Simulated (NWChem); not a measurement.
System: CrNH3S2O; SMILES [O]=[Cr]([SH])([SH])=[NH]

The following NWChem deck was run.

```
start job
memory heap 200 mb stack 900 mb global 1100 mb
geometry units angstroms noautoz
  Cr     0.382190     0.003921    -0.047688
  O      1.314905     0.025482     1.185914
  N      1.159913     0.017387    -1.459397
  H      2.137475     0.065270    -1.761441
  S     -0.845105     1.844770    -0.121222
  H     -1.211691     1.838115     1.182519
  S     -0.814602    -1.857072     0.121499
  H     -1.126481    -1.979380    -1.187950
end
basis spherical
  * library def2-svp
end
dft
  xc m06-l
  iterations 150
  mulliken
end
task dft energy
```

Parts of the log:

```
             Northwest Computational Chemistry Package (NWChem) 7.3.0
             --------------------------------------------------------

 C1  symmetry detected

                             Geometry "geometry" -> ""
                             -------------------------

 Output coordinates in angstroms (scale by  1.889725989 to convert to a.u.)

  No.       Tag          Charge          X              Y              Z
 ---- ---------------- ---------- -------------- -------------- --------------
    1 Cr                  24.0000     0.36689034     0.00107997     0.02773435
    2 O                    8.0000     1.20938674    -0.05107697     1.32375732
    3 N                    7.0000     1.24309537     0.09498273    -1.32185955
    4 H                    1.0000     2.23957653     0.15830250    -1.55025994
    5 S                   16.0000    -0.85583915     1.84565355    -0.02580258
    6 H                    1.0000    -1.31427983     1.76396816     1.24594025
    7 S                   16.0000    -0.83508055    -1.86409425     0.00280660
    8 H                    1.0000    -1.05271116    -1.90940213    -1.33041077

 Effective nuclear repulsion energy (a.u.)     479.9856775669

                                 NWChem DFT Module
                                 -----------------

 Summary of "ao basis" -> "ao basis" (spherical)
 ------------------------------------------------------------------------------
       Tag                 Description            Shells   Functions and Types
 ---------------- ------------------------------  ------  ---------------------
 Cr                         def2-svp                11       31   5s3p2d1f
 O                          def2-svp                 6       14   3s2p1d
 N                          def2-svp                 6       14   3s2p1d
 H                          def2-svp                 3        5   2s1p
 S                          def2-svp                 8       18   4s3p1d

            General Information
            -------------------
          SCF calculation type: DFT
          Wavefunction type:  closed shell.
          No. of atoms     :     8
          No. of electrons :    74
           Alpha electrons :    37
            Beta electrons :    37
          Charge           :     0
          Spin multiplicity:     1
          Use of symmetry is: off; symmetry adaption is: off
          Maximum number of iterations: 150
          AO basis - number of functions:   110
                     number of shells:    48
          Convergence on energy requested:  1.00D-06
          Convergence on density requested:  1.00D-05
          Convergence on gradient requested:  5.00D-04

              XC Information
              --------------
                        M06-L Method XC Functional
                         M06-L Exchange Functional  1.000
                       M06-L Correlation Potential  1.000

             Grid Information
             ----------------
          Grid used for XC integration:  medium
          Radial quadrature: Mura-Knowles
          Angular quadrature: Lebedev.
          Tag              B.-S. Rad. Rad. Pts. Rad. Cut. Ang. Pts.
          ---              ---------- --------- --------- ---------
          Cr                  1.40      112           9.0       590
          O                   0.60       49          11.0       434
          N                   0.65       49          11.0       434
          H                   0.35       45          12.0       434
          S                   1.00       88          11.0       590
          Grid pruning is: on
          Number of quadrature shells:   521
          Spatial weights used:  Erf1

      Superposition of Atomic Density Guess
      -------------------------------------

 Sum of atomic energies:       -1968.16044016

      Non-variational initial energy
      ------------------------------

 Total energy =   -1968.689323
 1-e energy   =   -3666.933707
 2-e energy   =    1218.258706
 HOMO         =      -0.312817
 LUMO         =      -0.080275

     ---------------------------------------------
      Total Density - Mulliken Population Analysis
     ---------------------------------------------

    Atom       Charge   Shell Charges
 -----------   ------   -------------------------------------------------------
    1 Cr  24    21.51   2.00  2.00  2.01  0.34  0.02  6.00  6.02  0.55  1.58  0.98  0.01
    2 O    8     9.14   1.99  1.17  0.78  3.20  2.00  0.01
    3 N    7     8.09   1.99  1.11  0.60  2.65  1.73  0.01
    4 H    1     0.75   0.58  0.13  0.04
    5 S   16    16.47   2.00  1.99  1.21  0.61  5.94  1.85  2.84  0.02
    6 H    1     0.78   0.57  0.19  0.03
    7 S   16    16.47   2.00  1.99  1.21  0.61  5.94  1.85  2.85  0.02
    8 H    1     0.78   0.57  0.18  0.03

   convergence    iter        energy       DeltaE   RMS-Dens  Diis-err
 ---------------- ----- ----------------- --------- --------- ---------
 d= 0,ls=0.0,diis     1  -1971.0963032011 -2.45D+03  5.56D-02  9.14D+00
 d= 0,ls=0.0,diis     2  -1953.5147733703  1.76D+01  5.13D-02  8.18D+01
 d= 0,ls=0.0,diis     3  -1971.2852946937 -1.78D+01  2.72D-02  7.56D+00
 d= 0,ls=0.0,diis     4  -1971.2023458048  8.29D-02  1.93D-02  7.00D+00
 d= 0,ls=0.0,diis     5  -1971.7900010773 -5.88D-01  1.34D-02  3.18D+00
 d= 0,ls=0.0,diis     6  -1971.9549353566 -1.65D-01  5.07D-03  2.02D+00
 d= 0,ls=0.0,diis     7  -1972.0344800156 -7.95D-02  3.90D-03  1.77D+00
 d= 0,ls=0.0,diis     8  -1971.8801942698  1.54D-01  1.22D-03  3.77D+00
 d= 0,ls=0.0,diis     9  -1971.9366614494 -5.65D-02  5.84D-03  2.93D+00
 d= 0,ls=0.0,diis    10  -1972.1772880534 -2.41D-01  9.55D-04  1.89D-02
  Resetting Diis
 d= 0,ls=0.0,diis    11  -1972.1792342592 -1.95D-03  3.64D-04  5.40D-03
 d= 0,ls=0.0,diis    12  -1972.1780385786  1.20D-03  1.28D-03  1.53D-03
 d= 0,ls=0.0,diis    13  -1972.1674147817  1.06D-02  1.07D-03  1.25D-01
 d= 0,ls=0.0,diis    14  -1972.1781653619 -1.08D-02  1.96D-04  2.69D-04
 d= 0,ls=0.0,diis    15  -1972.1781683836 -3.02D-06  1.01D-04  2.44D-04
 d= 0,ls=0.0,diis    16  -1972.1781907528 -2.24D-05  6.50D-05  7.95D-05
 d= 0,ls=0.0,diis    17  -1972.1782014004 -1.06D-05  1.75D-05  5.14D-06
 d= 0,ls=0.0,diis    18  -1972.1782019337 -5.33D-07  1.13D-05  5.78D-07
 d= 0,ls=0.0,diis    19  -1972.1782020388 -1.05D-07  3.28D-06  1.17D-07

         Total DFT energy =    -1972.178202038806
      One electron energy =    -3670.818241197491
           Coulomb energy =     1335.001983181363
    Exchange-Corr. energy =     -116.347621589612
 Nuclear repulsion energy =      479.985677566934

 Numeric. integr. density =       74.000006722470

                       DFT Final Molecular Orbital Analysis
                       ------------------------------------

 Vector   35  Occ=2.000000D+00  E=-2.894816D-01
              MO Center= -3.4D-03, -1.1D-01, -2.2D-01, r^2= 4.7D+00
   Bfn.  Coefficient  Atom+Function         Bfn.  Coefficient  Atom+Function
  ----- ------------  ---------------      ----- ------------  ---------------
    99      0.268851  7 S  py                96      0.216287  7 S  py
    50      0.208909  3 N  py                35     -0.183224  2 O  px
    51     -0.170454  3 N  pz                75     -0.162809  5 S  px
    53     -0.153922  3 N  py                10      0.142002  1 Cr py
    49     -0.141948  3 N  px                77     -0.141194  5 S  pz

 Vector   36  Occ=2.000000D+00  E=-2.723350D-01
              MO Center= -2.4D-01,  1.2D-01, -1.8D-01, r^2= 4.5D+00
   Bfn.  Coefficient  Atom+Function         Bfn.  Coefficient  Atom+Function
  ----- ------------  ---------------      ----- ------------  ---------------
    75      0.273755  5 S  px                98      0.272492  7 S  px
    51     -0.234887  3 N  pz                76      0.216352  5 S  py
    72      0.195176  5 S  px                95      0.193179  7 S  px
    54      0.186604  3 N  pz                99     -0.186299  7 S  py
    73      0.160715  5 S  py                37     -0.159913  2 O  pz

 Vector   37  Occ=2.000000D+00  E=-2.369904D-01
              MO Center= -6.7D-01, -3.3D-02, -7.7D-03, r^2= 5.0D+00
   Bfn.  Coefficient  Atom+Function         Bfn.  Coefficient  Atom+Function
  ----- ------------  ---------------      ----- ------------  ---------------
    98     -0.386010  7 S  px                75      0.351667  5 S  px
    95     -0.269025  7 S  px                76      0.250304  5 S  py
    72      0.246303  5 S  px                99      0.245114  7 S  py
    73      0.178346  5 S  py                96      0.173968  7 S  py
    92     -0.152295  7 S  px                69      0.139400  5 S  px

 Vector   38  Occ=0.000000D+00  E=-1.628794D-01
              MO Center=  2.1D-01, -9.4D-03, -7.2D-03, r^2= 2.5D+00
   Bfn.  Coefficient  Atom+Function         Bfn.  Coefficient  Atom+Function
  ----- ------------  ---------------      ----- ------------  ---------------
    19      0.689983  1 Cr d  2              98      0.239715  7 S  px
    75      0.224759  5 S  px                17     -0.208079  1 Cr d  0
    24      0.206318  1 Cr d  2              51      0.169833  3 N  pz
    37      0.160115  2 O  pz                54     -0.157569  3 N  pz
    95      0.149211  7 S  px                40      0.141747  2 O  pz

 Vector   39  Occ=0.000000D+00  E=-1.436227D-01
              MO Center=  6.4D-01, -8.0D-03,  8.2D-02, r^2= 1.8D+00
   Bfn.  Coefficient  Atom+Function         Bfn.  Coefficient  Atom+Function
  ----- ------------  ---------------      ----- ------------  ---------------
    16      0.707917  1 Cr d -1              36     -0.327957  2 O  py
    39     -0.295392  2 O  py                53      0.264758  3 N  py
    50     -0.258721  3 N  py                21      0.219135  1 Cr d -1
    15      0.180895  1 Cr d -2              76     -0.100739  5 S  py
    99     -0.097597  7 S  py                68      0.073141  5 S  s

[...]
```

Level: M06-L/def2-SVP. Coordinates come from a B3LYP/6-31G* (spherical d) optimisation. No frequency run checked for a minimum.
